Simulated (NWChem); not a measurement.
Correlation energy of Te (-1)

```xyz
1

Te     0.0000     0.0000     0.0000
```
Charge -1, spin multiplicity 2.

All runs are NWChem calculations.

Basis set: def2-TZVPD. Each correlation energy counts from its own Hartree-Fock reference.

Effective core potentials replace the inner electrons of Te; spin-orbit coupling is left out. The correlated methods keep 4 core orbitals frozen. The stability of the SCF solutions was not checked. Open-shell Hartree-Fock references start from PBE0 orbitals. No row is a measurement; the coupled-cluster row has its own basis-set and correlation limits.

For the correlation energy, CCSD[T] on UHF gives -431.8 mHa and SCS-UMP2 gives -388.3 mHa. What do CCSD(T) on ROHF, CCSD on ROHF, UMP2 give?

CCSD(T) on ROHF: -435.7 mHa; CCSD on ROHF: -426.6 mHa; UMP2: -440.2 mHa.
